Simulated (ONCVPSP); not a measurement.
# An all-electron radial function and its pseudo partner (P)

Columns: radius, all-electron u(r) and pseudo u(r) of the 2p shell (level -162.83 eV) of phosphorus in the configuration [He] 2s2 2p6 3s2; PBEsol, scalar-relativistic, ONCV scheme, ONCVPSP 4.0.1.

```csv
r (bohr),all-electron,pseudo
0.035,0.1037,0.0483
0.070,0.3186,0.1864
0.105,0.5625,0.4000
0.140,0.7916,0.6517
0.175,0.9868,0.9014
0.210,1.1406,1.1224
0.245,1.2533,1.2995
0.280,1.3282,1.4121
0.315,1.3703,1.4441
0.350,1.3846,1.4148
0.385,1.3763,1.3780
0.420,1.3505,1.3502
0.455,1.3111,1.3108
0.490,1.2618,1.2615
0.525,1.2056,1.2053
0.560,1.1447,1.1444
0.595,1.0811,1.0807
0.630,1.0163,1.0160
0.665,0.9516,0.9512
0.700,0.8878,0.8875
0.735,0.8257,0.8254
0.770,0.7659,0.7655
0.805,0.7086,0.7083
0.840,0.6542,0.6538
0.875,0.6026,0.6023
0.910,0.5543,0.5540
```

**Question.** How many radial nodes do the two functions have?

**Answer.** The all-electron 2p function has n − l − 1 = 0; the pseudo-wave has 0.

**Question.** At about which radius was the pseudo-wave matched?

**Answer.** 0.40 bohr, where the columns begin to agree (steps of 0.04 bohr).

**Question.** Is the pseudo-wave norm-conserving?

**Answer.** Yes: the ONCV scheme keeps the norm inside the radius equal to the all-electron one, which fixes the energy derivative of the logarithmic derivative at the level.
